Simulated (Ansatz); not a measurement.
Reaction (hydrogenolysis of a C–F bond): `F[CH]([SiH3])[AlH][SiH3]` + H₂ → `[SiH3][CH2][AlH][SiH3]` + H–F

Program: Ansatz. Geometries: PBE0-D4/def2-TZVP. ΔE: electronic, gas phase. CCSD(T)/CBS is the MP2 limit (def2-TZVPP, def2-QZVPP) plus CCSD(T) − MP2 in def2-TZVPP, frozen cores. This one scheme is used for every species. Each species was taken in one conformer, which may not be the lowest.

`F[CH]([SiH3])[AlH][SiH3]`:

```xyz
13

F    -0.222    1.555   -2.339
C    -0.305    1.069   -1.018
Si    1.255    1.551   -0.067
Al   -0.646   -0.881   -0.961
Si   -0.795   -1.880    1.279
H    -1.143    1.587   -0.524
H     1.532    3.008   -0.159
H     1.042    1.164    1.355
H     2.431    0.803   -0.590
H    -0.735   -1.698   -2.316
H    -1.589   -3.141    1.308
H    -1.402   -0.935    2.260
H     0.577   -2.203    1.773
```

H₂:

Z-matrix (Å, degrees):
```
H
H 1 0.746
```

`[SiH3][CH2][AlH][SiH3]`:

Cartesian coordinates in Å:
```
Si 1.637 -1.773 -0.897
C 0.772 -0.644 0.306
Al -0.650 0.452 -0.474
Si -1.863 2.025 0.976
H 2.713 -2.586 -0.264
H 0.657 -2.713 -1.510
H 2.254 -0.976 -1.993
H 0.337 -1.233 1.124
H 1.500 0.026 0.781
H -0.999 0.311 -2.020
H -2.926 2.799 0.276
H -0.921 3.011 1.585
H -2.510 1.301 2.110
```

H–F:

Z-matrix (Å, degrees):
```
F
H 1 0.920
```

```
                   species  MP2/CBS(def2) energy (Eh)
`F[CH]([SiH3])[AlH][SiH3]`                 -962.68732
                        H₂                   -1.16771
  `[SiH3][CH2][AlH][SiH3]`                 -863.53153
                       H–F                 -100.38702
```

Work out ΔE.

ΔE = (-863.53153) + (-100.38702) − (-962.68732) − (-1.16771) = -0.06352 Eh = -1.73 eV. CCSD(T)/CBS gives -1.63 eV.

Largest T1 diagnostic among the species: 0.013.

From PBE to PBE0 (25 % exact exchange), in def2-TZVPP and without D4, ΔE moves by −0.14 eV. The D4 term adds +0.05 eV with B3LYP and +0.03 eV with PBE0; it sums over pairs of atoms, weighted by their polarisabilities, and B3LYP, whose exchange is more repulsive, gets the larger term.

B3LYP here is the variant with VWN-RPA as its local correlation; programs differ in this.
